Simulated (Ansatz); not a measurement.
`F[SiH2]OC[SiH3]` + H₂Se → `F[SiH2]OC[SeH]` + SiH₄  (substitution at a C–Si bond)

Gas-phase electronic energies from Ansatz, PBE0-D4/def2-TZVP geometries. CCSD(T)/CBS adds triple-zeta CCSD(T) − MP2 to the extrapolated MP2 energy (def2 sets, frozen cores). This one scheme is used for every species. DFT in def2-TZVPP. B3LYP here is the variant with VWN-RPA as its local correlation; programs differ in this. For Se outer-core shells are correlated without core-valence functions, which leaves a few kJ/mol of doubt a bond. Scalar relativity is left out up to krypton. One conformer a species, not always the lowest.

| level | ΔE (eV) |
| --- | --- |
| PBE-D4 | 0.16 |
| PBE0-D4 | 0.19 |
| B3LYP-D4 | 0.18 |
| ωB97M-V | 0.23 |
| PBE0 | 0.21 |
| CCSD/def2-TZVPP | 0.21 |
| MP2/def2-QZVPP | 0.17 |
| SCS-MP2/def2-QZVPP | 0.18 |

Problem. What does CCSD(T)/CBS give? (Best estimate.)

Solution. Computed: +0.20 eV. The listed levels differ from it by -0.04, -0.01, -0.02, 0.03, 0.01, 0.01, -0.03, -0.02 eV.

Largest T1 diagnostic among the species: 0.012.

In def2-TZVPP, CCSD(T) changes the Hartree–Fock value by −0.08 eV (the triples alone add −0.02 eV) and MP2 by −0.11 eV. The D4 term adds −0.04 eV with B3LYP and −0.02 eV with PBE0; it sums over pairs of atoms, weighted by their polarisabilities, and B3LYP, whose exchange is more repulsive, gets the larger term.
